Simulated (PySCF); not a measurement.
Computed vibrations of [Yb(NH3)3]2+

[Yb(NH3)3]2+ (singlet in the valence; each metal's 4f electrons, 14 of them, lie in its core potential, out of spins and levels). PySCF 2.14.0, RKS PBE0, Yb lcecp-0-SVP with ECP60, N def2-SVP, H def2-SVP; non-relativistic Hamiltonian with scalar-relativistic core potentials where named; density fitting; no spin-orbit coupling. Central differences of gradients.

```xyz
13

Yb    0.0000    0.0000    0.0000
N     2.5693    0.0001    0.0000
H     3.0028   -0.4657    0.8066
H     3.0028   -0.4657   -0.8066
H     3.0028    0.9313    0.0000
N    -1.2847    2.2251    0.0000
H    -1.0981    2.8333    0.8066
H    -1.0981    2.8333   -0.8066
H    -2.3080    2.1349    0.0000
N    -1.2846   -2.2251    0.0000
H    -1.9047   -2.3676    0.8066
H    -1.9047   -2.3676   -0.8066
H    -0.6949   -3.0662    0.0000
```

Run from Python with OMP_NUM_THREADS=2. Where DIIS fails, smearing, a level shift and second-order steps follow.
It took 97 s on 2 threads of Arm Neoverse V1, with other jobs on the host.

**Question.** What are the harmonic wavenumbers and infrared intensities?

**Answer.** Modes are labelled in C3h; negative numbers are unstable modes, those under 60 cm⁻¹ near the noise; a finer grid moves soft modes by up to 10 cm⁻¹.
| cm⁻¹ | km/mol | symmetry |
| --- | --- | --- |
| -58 | – | e'' |
| -58 | – | e'' |
| -55 | – | a'' |
| -14 | – | a'' |
| 42 | 3.7 | e' |
| 42 | 3.7 | e' |
| 276 | 0.0 | a' |
| 284 | 2.5 | e' |
| 284 | 2.5 | e' |
| 531 | 0.0 | a' |
| 548 | 0.0 | e'' |
| 548 | 0.0 | e'' |
| 569 | 112.7 | e' |
| 569 | 112.7 | e' |
| 570 | 236.3 | a'' |
| 1335 | 202.8 | e' |
| 1335 | 202.8 | e' |
| 1337 | 0.0 | a' |
| 1640 | 45.2 | e' |
| 1640 | 45.2 | e' |
| 1641 | 87.4 | a'' |
| 1642 | 0.0 | a' |
| 1643 | 0.0 | e'' |
| 1643 | 0.0 | e'' |
| 3451 | 91.0 | e' |
| 3451 | 91.0 | e' |
| 3453 | 0.0 | a' |
| 3540 | 0.0 | e'' |
| 3540 | 0.0 | e'' |
| 3541 | 248.5 | a'' |
| 3541 | 0.0 | a' |
| 3542 | 121.5 | e' |
| 3542 | 121.5 | e' |

**Question.** Is this a minimum?

**Answer.** Probably not: 3 unstable, though so soft as to be near the noise (and 1 more above −25 cm⁻¹, within the noise); the lowest moves the atoms so:
```
Yb   0.00  0.00  0.00
N    0.00  0.00 -0.02
H    0.01  0.21  0.10
H   -0.01 -0.21  0.10
H    0.00  0.00 -0.27
N    0.00  0.00  0.03
H   -0.16 -0.10  0.14
H    0.16  0.10  0.14
H    0.00  0.00 -0.19
N    0.00  0.00  0.00
H   -0.35  0.20 -0.24
H    0.35 -0.20 -0.24
H    0.00  0.00  0.47
```

An lcecp potential fixes the number of 4f electrons, so in runs with it no electron can move into or out of that shell.
